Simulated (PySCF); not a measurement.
**A small calculation by hand: chemical shift, span and skew from a shielding tensor**

CH3AlBrFO, SMILES C[O][Al]([F])[Br]. Atoms are numbered in the order given.

```xyz
8

Al     0.6792    -0.5165     0.0000
F      2.3329    -0.5058     0.0000
Br    -0.4293     1.4316     0.0000
O     -0.1129    -1.9937     0.0000
C     -1.4224    -2.4925     0.0000
H     -1.5903    -3.1216    -0.8914
H     -1.5903    -3.1216     0.8914
H     -2.1828    -1.6898     0.0000
```

Geometry: B3LYP-D3(BJ)/def2-SVP. The structure was generated by enumeration; whether it is a known compound was not checked. Other conformers were not sampled.

GIAO shieldings from KT2/pcSseg-1 in PySCF, non-relativistic, no solvent. The symmetric part of the tensor of F2 has the principal values 258.3, 284.7, 442.1 ppm. The same nucleus in CFCl3 has σ = 127.1 ppm at this level (PySCF, at its B3LYP-D3(BJ)/def2-TZVP geometry). Without spin–orbit terms, shifts of atoms bonded to Cl or Br come out too high.

Work out the isotropic shielding, the ¹⁹F shift against CFCl3, the span and the skew.


σ(iso) = (σ11 + σ22 + σ33)/3 = 328.4 ppm. δ = σ(ref) − σ(iso) = 127.1 − (328.4) = -201.3 ppm.
Span Ω = σ33 − σ11 = 183.8 ppm. Skew κ = 3(σ(iso) − σ22)/Ω = 0.71. Tumbling in solution averages the tensor to δ; in a static solid the shielding alone would spread this spin-1/2 line over Ω.
